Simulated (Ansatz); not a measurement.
System: C2H2F, charge 1, singlet. C2H2F+ (parent SMILES C=[C]F, singlet).
B3LYP-D3(BJ)/def2-TZVP minimum from Ansatz (a program for electronic structure):
```xyz
5

C     -1.2343     0.1785     0.0336
C      0.0127    -0.0018    -0.0003
F      1.2097    -0.1749    -0.0329
H     -1.6757     1.0619    -0.4404
H     -1.8818    -0.5476     0.5372
```
Charge +1, spin multiplicity 1.

Total energies in cc-pVTZ, 16 correlated electrons, 3 frozen orbitals. Open shells are spin-unrestricted; no spin-orbit coupling. Correlated methods leave the cores frozen. No relativity. The spin of C2H2F+ (parent SMILES C=[C]F, singlet) was assumed, and the state is the lowest solution found for it.

```csv
method,program,energy (Eh),minus CCSDT(Q) (mEh)
HF,Ansatz,-175.98926,573.75
MP2,Ansatz,-176.52132,41.69
CCSD,Ansatz,-176.53822,24.79
CCSD(T),Ansatz,-176.56118,1.83
CCSDT(Q),Ansatz,-176.56301,0.00
```

Rough core times of Ansatz's runs on a shared machine: CCSD(T) 20 s, CCSDT(Q) 30 min.
